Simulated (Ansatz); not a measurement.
# Energy profile

The step: GaCl + HCl → GaCl + HCl; bonds formed: Ga1–Cl4, Cl2–H3; bonds broken: Ga1–Cl2, H3–Cl4 (atoms numbered as in the saddle structure below).

```xyz
4
angstrom
Ga 1.4821 -0.3878 -0.4973
Cl -0.9166 -0.0570 -1.2856
H -0.6900 0.1804 0.2305
Cl 0.1244 0.2644 1.5523
```

Electronic energies by CCSD(T) at an estimated basis limit (MP2 extrapolated from triple and quadruple zeta, plus CCSD(T) − MP2 in triple zeta), on PBE0-D4/def2-TZVP structures; GaHCl$_{2}$, closed shell; no counterpoise correction. Computed with Ansatz 0.2.0 (basis: def2-TZVPP and def2-QZVPP); correlated methods freeze the cores. Filled d shells of the heavier atoms are correlated. The def2 sets are not built for correlating such inner shells, so the correlated values are less sure here. Extrapolation: Hartree–Fock as exp(−7.88 √X), correlation as X^−2.97.

Problem. Give the profile in kcal/mol, counted from the separated reactants. (An estimate is asked for; the value comes from the calculation.)

Solution. The calculation gives:
```tsv
point	kcal/mol
separated: GaCl (linked as [Cl][Ga]; Ga1, Cl2; singlet) + HCl (H3, Cl4; singlet)	0.00
start structure	-4.32
saddle	3.19
end structure	-4.32
separated: GaCl (linked as [Cl][Ga]; Ga1, Cl4; singlet) + HCl (Cl2, H3; singlet)	0.00
```

No T1 diagnostic of these runs exceeds 0.014.

For scale, one of the runs: CCSD(T)/def2-TZVPP, 146 basis functions, launched by `ansatz run in.yaml --threads 2 --pin off --events-out ev --progress --plain --max-ram 4352MiB`. Time: 9.5 s of wall clock on 2 CPU threads of an Intel Xeon 6975P-C; the host was shared. Peak host memory: 0.88 GiB.
